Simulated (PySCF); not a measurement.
Compound: C3H7ClOSi.
Geometry (GFN2-xTB, Å), atoms numbered from 1 in this order:
```xyz
13
C3H7ClOSi angstrom
C      2.6859   -0.0892    0.1055
C      1.5617    0.2053   -0.5317
Cl     1.6204    0.9918   -2.0846
O      0.3535   -0.0778   -0.0271
C     -0.8312    0.2370   -0.7503
Si    -2.2443   -0.3662    0.3831
H      3.6442    0.1486   -0.3104
H      2.6458   -0.5767    1.0612
H     -0.8817    1.3135   -0.9429
H     -0.8263   -0.2685   -1.7213
H     -3.5087   -0.0761   -0.2957
H     -2.1479    0.3610    1.6463
H     -2.0757   -1.8022    0.5890
```

Theory: TDDFT PBE0/def2-SVPD, vertical, gas phase, core orbitals frozen in the response (PySCF).

Kohn–Sham orbitals with the atoms that hold most of them (Löwdin shares over 4%, at most four atoms; ? is withheld):

```
orbital  ε (eV)                            atoms
 LUMO+2    0.68  Cl3 39%, Si6 18%, C2 13%, C5 6%
 LUMO+1    0.29  C2 34%, C1 27%, Cl3 12%, O4 10%
   LUMO    0.20                                ?
   HOMO   -6.74  C1 36%, C2 21%, O4 19%, Cl3 12%
 HOMO-1   -9.02                                ?
 HOMO-2   -9.42   Cl3 56%, O4 17%, C5 7%, Si6 5%
 HOMO-3   -9.46    Cl3 48%, O4 25%, C5 8%, C2 8%
```

Which atoms hold the LUMO, and with what shares?

Si6 (bonded to C and 3 H) 23%; Cl3 (bonded to C) 21%; C5 (bonded to O, Si and 2 H) 11%; C2 (bonded to C, Cl and O) 9%. By element: silicon 23%, chlorine 21%, carbon 20% or more.

Which atoms hold the HOMO-1, and with what shares?

C5 (bonded to O, Si and 2 H) 27%; Cl3 (bonded to C) 26%; Si6 (bonded to C and 3 H) 17%; O4 (bonded to 2 C) 10%.

How does S1 compare with the orbital gap of 6.93 eV?

S1 is at 5.68 eV (f = 0.0005), 1.25 eV below the gap, made of HOMO→LUMO (67%), HOMO→LUMO+2 (27%). Without the coupling terms of the response equations the lowest excitation would equal the gap.

Next come S2 at 6.18 eV (f 0.0057), HOMO→LUMO+2 (55%), HOMO→LUMO (27%), HOMO→LUMO+4 (15%); S3 at 6.52 eV (f 0.362), HOMO→LUMO+1 (94%); S4 at 6.61 eV (f 0.0016), HOMO→LUMO+4 (65%), HOMO→LUMO+3 (21%); S5 at 6.85 eV (f 0.0024), HOMO→LUMO+3 (75%), HOMO→LUMO+4 (16%).

On one thread of an Arm Neoverse N1, no GPU, on a shared host, this took 47 s wall and 0.72 GiB of memory at its peak.

One conformer stands for the species.
